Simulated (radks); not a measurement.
These are the eigenvalues of the occupied orbitals of an atom or ion with whole-number occupations (eV). All-electron calculation, non-relativistic Kohn-Sham, LDA (Slater exchange, Perdew-Wang correlation), spin-unpolarised, spherical densities, point nucleus. Program: a radial shooting solver on a logarithmic mesh with Libxc functionals.

| orbital | eigenvalue |
|---|---|
| 1s | -43274.81 |
| 2s | -7436.373 |
| 2p | -7097.252 |
| 3s | -2166.854 |
| 3p | -2018.762 |
| 3d | -1744.700 |
| 4s | -914.3611 |
| 4p | -854.2567 |
| 4d | -747.8737 |

Which element is it, and in what charge state? The configuration may be excited.

Answer. Z = 61, promethium, charge +24: Pm24+ in [Kr] 4d1. The list shows which subshells hold electrons but not how many an open one holds; the 1s level, -1590.3 hartree, gives Z - s = 56.4 by -(Z - s)^2/2, which with screening narrows Z to a few neighbours, and the depths of the outer levels then fix element, charge and occupations together.
